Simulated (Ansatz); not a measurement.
Cost and result for the atomization energy of CH$_{9}$NSiSn, SMILES `C[NH][SnH2][SiH3]` (13 atoms, 12 bonds).

```xyz
13

C     0.711    0.177   -1.924
N     1.344   -0.446   -0.776
Sn    0.148   -1.088    0.740
Si   -1.361    0.788    1.662
H     1.444    0.333   -2.723
H    -0.056   -0.491   -2.329
H     0.227    1.146   -1.726
H     2.114    0.117   -0.440
H     1.208   -1.703    1.930
H    -0.790   -2.343    0.055
H    -2.178    1.373    0.565
H    -0.530    1.870    2.256
H    -2.282    0.268    2.709
```

Charge 0, multiplicity 1. Correlated methods include outer-core shells of Sn, which these sets cover unevenly. Sn takes the def2 core potential. The geometry is a stationary point of PBE0-D4/def2-TZVP. It is one conformer, not always the lowest. Program: Ansatz. All runs use 4 threads of an Arm Neoverse V1 on a shared host. Times are those of one run each, without the atoms' runs, and a repeat can differ threefold. Electronic energies, without spin–orbit coupling; frozen cores. CCSD(T)/CBS adds CCSD(T) − MP2 in def2-TZVPP to the MP2 limit, and its time is that of the two runs behind it. T1 = 0.013. With those shells the extrapolation isn't a true limit. B3LYP takes the VWN-RPA correlation (the form of Gaussian; ORCA's B3LYP/G).

CCSD(T)/CBS is a level of theory with its own doubt, some kJ/mol a heavy atom from the limit and from the frozen cores, so smaller differences don't rank the functionals.

```csv
level,functions,wall time,atomization (kJ/mol),difference from CCSD(T)/CBS,per bond
PBE-D4/def2-TZVPP (with forces),280,3.2 s,3958.9,-8.3,-0.7
PBE0-D4/def2-TZVPP,280,3.7 s,3918.3,-48.9,-4.1
r2SCAN-D4/def2-TZVPP (with forces),280,6 s,3930.4,-36.8,-3.1
B3LYP-D4/def2-TZVPP (with forces),280,6.5 s,3952.5,-14.7,-1.2
B2PLYP/def2-TZVPP,280,7.5 s,3890.6,-76.6,-6.4
ωB97X-V/def2-TZVPP,280,11 s,3981.3,14.1,1.2
ωB97M-V/def2-TZVPP (with forces),280,15 s,3950.9,-16.3,-1.4
MP2/def2-QZVPP,536,28 s,3888.7,-78.5,-6.5
CCSD(T)/def2-TZVPP,280,5.3 min,3858.0,-109.2,-9.1
CCSD(T)/CBS(def2),–,5.8 min,3967.2,0.0,0.0
```

In def2-TZVPP, CCSD(T) changes the Hartree–Fock value by +1026.7 kJ/mol (the triples alone add +48.0 kJ/mol) and MP2 by +992.2 kJ/mol; breaking electron pairs costs correlation energy, which Hartree–Fock lacks. From PBE to PBE0 (25 % exact exchange), in def2-TZVPP and without D4, the atomization energy moves by −36.9 kJ/mol: exact exchange takes away binding that semilocal exchange gives to molecules. The D4 term adds +43.0 kJ/mol with B3LYP and +23.0 kJ/mol with PBE0; it sums over pairs of atoms, weighted by their polarisabilities, and B3LYP, whose exchange is more repulsive, gets the larger term.

Spin–orbit coupling would lower the free Sn atoms strongly, and the atomization energy with them, by more than many differences here. For some Ge, Se and Sn compounds the MP2-based and the directly extrapolated limit differ by 10 to 25 kJ/mol.
